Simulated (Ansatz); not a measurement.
`[NH2][Zr]([NH2])([NH2])[NH2]` and `[CH3][Zr]([NH2])([NH2])[NH2]` differ in one atom or group.

Ansatz, PBE0-D4/def2-TZVP geometries, multiplicity 1. Each molecule was computed in one conformer, which needn't be the lowest.

Elements past krypton have def2 core potentials.

```csv
property,`[NH2][Zr]([NH2])([NH2])[NH2]`
HOMO energy (ωB97M-V/def2-TZVPP) / eV,-9.11
HOMO–LUMO gap (PBE/def2-TZVPP) / eV,4.58
HOMO energy (B3LYP/def2-TZVPP) / eV,-6.50
HOMO–LUMO gap (PBE0/def2-TZVPP) / eV,6.66
"ideal-gas entropy at 298 K and 1 bar (rigid rotor, harmonic PBE0-D4/def2-TZVP) / J/(mol·K)",407
size of the dipole moment (ωB97M-V/def2-TZVPP) / D,0.00
```

(1) Give the same properties after the change, and the shifts. (Best estimate.)

## Answers

(1) Computed: 
```tsv
property	`[CH3][Zr]([NH2])([NH2])[NH2]`	shift
HOMO energy (ωB97M-V/def2-TZVPP) / eV	-9.07	0.04
HOMO–LUMO gap (PBE/def2-TZVPP) / eV	4.42	-0.16
HOMO energy (B3LYP/def2-TZVPP) / eV	-6.48	0.02
HOMO–LUMO gap (PBE0/def2-TZVPP) / eV	6.63	-0.03
ideal-gas entropy at 298 K and 1 bar (rigid rotor, harmonic PBE0-D4/def2-TZVP) / J/(mol·K)	409	2
size of the dipole moment (ωB97M-V/def2-TZVPP) / D	1.28	1.28
```

The zero-point energy changes by 25.1 kJ/mol with +3 modes.

B3LYP here is the variant with VWN-RPA as its local correlation; programs differ in this.
